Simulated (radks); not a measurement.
Results of a calculation; reference values are marked as such.
Species: Rb2+. Configuration: [Ar] 3d10 4s2 4p4 4f1 (not the ground configuration).

Code: a radial shooting solver on a logarithmic mesh with Libxc functionals. Model: Dirac Kohn-Sham, PBE, spin-unpolarised, spherical densities, point nucleus; open shells fill j = l - 1/2 first.

Energy parts (eV):
total: -81066.331
kinetic: 83380.589
electron-nucleus: -194756.179
Hartree: 33026.273
exchange-correlation: -2717.013

Orbitals (lengths in bohr, moments of r in powers of bohr; r(90%) holds 90 % of the orbital's charge):
| orbital | occ. | eigenvalue (eV) | r(90%) | <r^2> |
|---|---|---|---|---|
| 1s1/2 | 2 | -15058.72 | 0.0721 | 0.002187 |
| 2s1/2 | 2 | -2037.380 | 0.275 | 0.03722 |
| 2p1/2 | 2 | -1850.713 | 0.249 | 0.02845 |
| 2p3/2 | 4 | -1789.918 | 0.255 | 0.02987 |
| 3s1/2 | 2 | -327.6453 | 0.758 | 0.2990 |
| 3p1/2 | 2 | -260.7488 | 0.778 | 0.3056 |
| 3p3/2 | 4 | -251.6041 | 0.793 | 0.3179 |
| 3d3/2 | 4 | -134.5654 | 0.849 | 0.3330 |
| 3d5/2 | 6 | -133.0093 | 0.855 | 0.3376 |
| 4s1/2 | 2 | -58.2851 | 2.03 | 2.197 |
| 4p1/2 | 2 | -41.7673 | 2.31 | 2.776 |
| 4p3/2 | 2 | -40.6963 | 2.35 | 2.874 |
| 4f5/2 | 1 | -6.3207 | 8.06 | 33.55 |
| 4f7/2 | 0 | -6.3204 | 8.06 | 33.55 |

The highest occupied level is 4f5/2 at -6.321 eV. The density falls to 0.001 e/bohr^3 at r = 3.95 bohr. Summed over all electrons, <r^2> = 55.34 bohr^2, which gives a Langevin (diamagnetic) susceptibility term of -43.8 x 10^-6 cm^3/mol.
